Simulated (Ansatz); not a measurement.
Basis-set extrapolation for C7H9N (`Cc1cncc(C)c1`) (PBE0-D4/def2-TZVP geometry, frozen core, Ansatz). Multiplicity 1, RHF reference.

```
                      def2-TZVPP   def2-QZVPP
                 HF  -324.886778  -324.900681
    MP2 correlation    -1.333594    -1.418387
CCSD(T) correlation    -1.438311      not run
```

Energies in hartree. Use E(X) = E(∞) + A·exp(−7.88·√X) for Hartree–Fock and E(X) = E(∞) + B·X^(−2.97) for correlation, with X = 3 and 4, and add CCSD(T) minus MP2 of the smaller set to the MP2 limit.

Question: What is the CCSD(T) energy at the basis-set limit?

Answer: HF limit: -324.900681 + (-0.013903) × 0.13774 = -324.90260. MP2 limit: -1.418387 + (-0.084793) × 0.74074 = -1.48120. Higher-order term: -1.438311 − (-1.333594) = -0.10472. Total: -326.48852 hartree, 102.6 kcal/mol below CCSD(T)/def2-TZVPP.
